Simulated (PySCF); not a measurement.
C2H4O, neutral, multiplicity 1. Atoms are numbered in the order given.

```xyz
7

C      0.1313    -1.1360     0.0000
C     -0.6615     0.1346     0.0000
O      0.1267     1.1740     0.0000
H      0.7837    -1.1579     0.8861
H     -0.4969    -2.0242     0.0000
H      0.7837    -1.1579    -0.8861
H      1.0965     0.9560     0.0000
```
Charge 0, spin multiplicity 1.

The structure is a stationary point at r2SCAN-D4/def2-TZVP. The geometry has at least one imaginary mode, so it is a saddle point at that level. One conformer was computed; it need not be the lowest.

Level of theory: r2SCAN/def2-TZVPD in PySCF.

```yaml
total_energy: -153.71395 hartree
point_group: Cs
highest_occupied_level: -5.14 eV
lowest_empty_level: -2.20 eV
orbital_gap: 2.94 eV
dipole_moment: 0.697 e·Å
quadrupole, principal values (traceless, Buckingham form, about the centre of nuclear charge): -3.97, 1.50, 2.47 D·Å
mean_static_polarisability: 36.5 bohr³ (5.40 Å³)
polarisability_principal_values: 28.5, 38.1, 42.7 bohr³
```
